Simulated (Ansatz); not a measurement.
FH3MoO4 (`[O]=[Mo]([OH])([OH])([OH])[F]`), relaxed with RKS PBE-D4/def2-SVP in Ansatz from a rough embedded geometry. The force threshold is 0.03 eV/Å; the program also tests the step.

The species carries charge 0 and has multiplicity 1. Mo: def2 effective core potential.

Start:

```xyz
9

O    -1.682    0.501    0.251
Mo   -0.005    0.179   -0.218
O     1.570   -0.956   -0.048
O    -1.604   -1.484    0.065
O    -0.275    1.766    0.907
F     1.267    1.216   -1.474
H     2.061   -1.592   -0.688
H    -1.254   -2.384    0.116
H    -0.076    2.754    1.089
```

By how much does the energy fall, and how many steps does the optimiser take? (An estimate is asked.)

Ansatz gave: 7.48 eV, in 40 steps, 4 of them rejected.

Which bonds change most? (Estimate.)

Computed: Mo2–O4 from 2.324 to 1.873 Å; Mo2–F6 from 2.067 to 1.919 Å; O1–Mo2 from 1.771 to 1.682 Å; Mo2–O5 from 1.964 to 1.903 Å.

Give the relaxed structure. (Best estimate.)

Computed: 
```xyz
9

O    -1.441    0.468   -1.391
Mo   -0.284    0.062   -0.240
O     0.916   -1.217   -0.977
O    -1.153   -1.264    0.757
O    -0.387    1.285    1.215
F     1.155    1.235   -0.724
H     1.744   -0.865   -1.358
H    -0.785   -1.743    1.524
H     0.234    2.039    1.193
```
